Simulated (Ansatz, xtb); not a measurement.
## Relative energy of two isomers of C4H12Si2

We compare X, `[SiH3][C@H]1C[C@H]([SiH3])C1`, a singlet, with Y, `[SiH3][C@@H]1CC[C@H]1[SiH3]`, a singlet. Both are isolated molecules in the gas phase, relaxed with PBE0-D3(BJ)/def2-SVP.

Quicker runs give these differences E(Y) − E(X): GFN2-xTB −1.45 kJ/mol; HF/STO-3G −1.16 kJ/mol (at GFN2-xTB geometries); r2SCAN-D4/def2-SVP −0.86 kJ/mol (at GFN2-xTB geometries).

Question: Estimate E(Y) − E(X) at the level CCSD(T)/def2-SVP + ΔMP2/def2-TZVPP.

Answer: CCSD(T)/def2-SVP + ΔMP2/def2-TZVPP gives E(Y) − E(X) = −1.08 kJ/mol, slightly favouring structure Y, which is too small a margin to settle the true order.

Level by level:

```json
{"level": "GFN2-xTB", "geometry": "GFN2-xTB", "E(Y) − E(X) (kJ/mol)": "−1.45", "departure from the last row (kJ/mol)": "−0.37", "job, with rough time for the two": "optimisation, 0.81 s"}
{"level": "HF/STO-3G", "geometry": "GFN2-xTB", "E(Y) − E(X) (kJ/mol)": "−1.16", "departure from the last row (kJ/mol)": "−0.09", "job, with rough time for the two": "single point, 2.2 s"}
{"level": "r2SCAN-D4/def2-SVP", "geometry": "GFN2-xTB", "E(Y) − E(X) (kJ/mol)": "−0.86", "departure from the last row (kJ/mol)": "+0.22", "job, with rough time for the two": "single point, 15 s"}
{"level": "PBE0-D3(BJ)/def2-SVP", "geometry": "PBE0-D3(BJ)/def2-SVP", "E(Y) − E(X) (kJ/mol)": "−1.17", "departure from the last row (kJ/mol)": "−0.09", "job, with rough time for the two": "optimisation, 3.7 min"}
{"level": "HF/def2-SVP", "geometry": "PBE0-D3(BJ)/def2-SVP", "E(Y) − E(X) (kJ/mol)": "−1.14", "departure from the last row (kJ/mol)": "−0.07", "job, with rough time for the two": "part of the CCSD(T) run"}
{"level": "MP2/def2-SVP", "geometry": "PBE0-D3(BJ)/def2-SVP", "E(Y) − E(X) (kJ/mol)": "−2.35", "departure from the last row (kJ/mol)": "−1.27", "job, with rough time for the two": "part of the CCSD(T) run"}
{"level": "CCSD(T)/def2-SVP", "geometry": "PBE0-D3(BJ)/def2-SVP", "E(Y) − E(X) (kJ/mol)": "−2.36", "departure from the last row (kJ/mol)": "−1.28", "job, with rough time for the two": "single point"}
{"level": "CCSD(T)/def2-SVP + ΔMP2/def2-TZVPP", "geometry": "PBE0-D3(BJ)/def2-SVP", "E(Y) − E(X) (kJ/mol)": "−1.08", "departure from the last row (kJ/mol)": "", "job, with rough time for the two": "single point, 4.3 min"}
```

As drawn, both hold the same kinds of bond in the same numbers.

The largest departure from CCSD(T)/def2-SVP + ΔMP2/def2-TZVPP is that of CCSD(T)/def2-SVP, 1.28 kJ/mol. The last row adds to CCSD(T) the change of the MP2 difference between the two basis sets, here +1.28 kJ/mol.

With thermal terms from frequencies at re-optimised GFN2-xTB minima (ideal gas, soft modes damped towards free rotors, one conformer each, 298.15 K, 1 atm): the zero-point term adds −0.11 kJ/mol; ΔH is −0.92 and ΔG −0.25 kJ/mol.

The correlated steps freeze 14 core orbitals. Programs: Ansatz 0.2.0, xtb 6.7.1; the last row on 2 threads of Intel(R) Xeon(R) Processor @ 2.50GHz (Skylake/Cascade Lake) on a shared host.
